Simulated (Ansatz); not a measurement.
Compare A (`OC1[SiH2][Si]1(F)F`) with its isomer B (`O=C[Si](F)(F)[SiH3]`).

Program: Ansatz. Geometries: PBE0-D4/def2-TZVP. ΔE: electronic, gas phase. CCSD(T)/CBS is the MP2 limit (def2-TZVPP, def2-QZVPP) plus CCSD(T) − MP2 in def2-TZVPP, frozen cores. DFT in def2-TZVPP. B3LYP here is the variant with VWN-RPA as its local correlation; programs differ in this. One conformer a species, not always the lowest.

Which isomer does CCSD(T)/CBS put lower? Give the gap. (Estimate.)

The calculation gave: B, by 94.6 kJ/mol.

Give E(B) − E(A) in kJ/mol with ωB97M-V, CCSD/def2-TZVPP, PBE-D4, CCSD(T)/def2-TZVPP, PBE0-D4, B3LYP, MP2/def2-TZVPP. (Best estimate.)

Ansatz gave: ωB97M-V -91.7, CCSD/def2-TZVPP -104.6, PBE-D4 -79.3, CCSD(T)/def2-TZVPP -101.1, PBE0-D4 -77.6, B3LYP -106.5, MP2/def2-TZVPP -91.5. None reverses the order clearly.

Largest T1 diagnostic: 0.014.

In def2-TZVPP, CCSD(T) changes the Hartree–Fock value by +39.1 kJ/mol (the triples alone add +3.5 kJ/mol) and MP2 by +48.7 kJ/mol.
